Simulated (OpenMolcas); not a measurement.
## Levels of Sm2+ by method

| Quantity | Value |
| --- | --- |
| Program | OpenMolcas 26.06 |
| Basis | ANO-RCC-VDZP [7s6p4d2f1g] |
| Scalar Hamiltonian | DKH4, point nucleus |
| Active space | 6 electrons in 7 orbitals (4f) |
| State averaging | 2S+1 = 7 even, 7 roots; 2S+1 = 5 even, 140 roots (42 in the spin-orbit step); 2S+1 = 3 even, 3 roots kept (CI in the orbitals of an earlier block, 0 in the spin-orbit step) |
| Spin-orbit coupling | state interaction with AMFI integrals over the reference wave functions, term energies averaged over their components |

Methods on the same reference wave functions:
A. CASSCF
B. SS-CASPT2, IPEA 0.25 Eh, imaginary shift 0.1 Eh (closed shells correlated: 5s 5p)

Energies in cm-1 above 4f6 7F0, the measured ground level; measured values from Martin, Zalubas and Hagan, Atomic Energy Levels: The Rare-Earth Elements, NSRDS-NBS 60 (1978).

| Level | A | B | Measured |
| --- | --- | --- | --- |
| 4f6 7F0 | 0.0 | 0.0 | 0.0 |
| 4f6 7F1 | 287 | 319 | 293 |
| 4f6 7F2 | 826 | 910 | 814 |
| 4f6 7F3 | 1559 | 1695 | 1493 |
| 4f6 7F4 | 2411 | 2580 | 2278 |
| 4f6 7F5 | 3306 | 3460 | 3132 |
| 4f6 7F6 | 4175 | 4280 | 4027 |
| 4f6 5D0 | 20391 | 16190 |  |
| 4f6 5D1 | 21122 | 16890 |  |
| 4f6 5D2 | 22611 | 18330 |  |
| 4f6 5D3 | 24900 | 20560 |  |
| 4f6 5L6 | 26527 | 25140 |  |
| 4f6 5L7 | 27018 | 25640 |  |

Deviations, from unrounded energies. A percentage is the sum of absolute deviations over the sum of measured energies, with the sign that they share, or ± where signs differ.

```csv
Against measurement,Levels,A,B
mean absolute deviation (cm-1),6,90,200
fine structure of the ground term (%),6,±4.5,+10.0
```

A lies closest to measurement on these levels. The largest miss of A in the table is 4f6 7F5, by +170 cm-1. The ranking rests on the paired levels alone, and a cruder setting can come out closer through cancelling errors.

From A to B the spin-free energies of the other terms of 4f6 shown, above 7F, scale by factors of 0.79 to 0.94, as is usual when dynamic correlation screens the repulsion within a d or f shell.

The lowest spin-free term lies below A's lowest term by 0.408 hartree in B.

Term energies are means over components that CASPT2 splits; among the terms shown or strongly mixed into the levels shown the widest spread is 170 cm-1 (4f6 5L, B). High states are left out of the spin-orbit mixing, which shifts the levels that they would mix with. Without dynamic correlation excited terms often stand tens of per cent too high (terms of higher spin than the ground term too low), and those without a measured partner can miss by more than the paired ones (holds for A). Computed and measured levels are paired by configuration, term and J; levels that our copy of the source lacks, or whose pairing is in doubt (as where it misses far off the trend of its configuration), stay unpaired and out of the deviations. Levels of configurations outside the active space are missing. Levels that lie high or do not pair safely by name in every column are left out.
